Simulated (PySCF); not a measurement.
C3H6OSi2, SMILES O=C[Si@H]1C=C[SiH2]1. Geometry optimised at PBE0-D3(BJ)/def2-SVP. The structure was generated by enumeration; whether it is a known compound was not checked. Other conformers were not sampled.

Task: Give the equilibrium geometry at PBE0-D3(BJ)/def2-SVP (PySCF confirms it by a frequency run) as Cartesian coordinates in Å. (Estimate from the structure and the level; the computed values follow.)

Result: Several could match; the one computed here: 
```xyz
12

O      2.9997    -0.4265     0.2935
C      1.9507    -0.3952    -0.2985
Si     0.4023     0.5554     0.3560
C     -0.7436     1.1295    -1.0331
C     -1.8254     0.3138    -0.9651
Si    -1.5272    -0.7676     0.5565
H      1.8235    -0.9667    -1.2629
H      0.8474     1.5464     1.3791
H     -0.6255     1.9093    -1.7978
H     -2.6594     0.3583    -1.6787
H     -1.4672    -2.2436     0.3199
H     -2.4571    -0.5096     1.6985
```
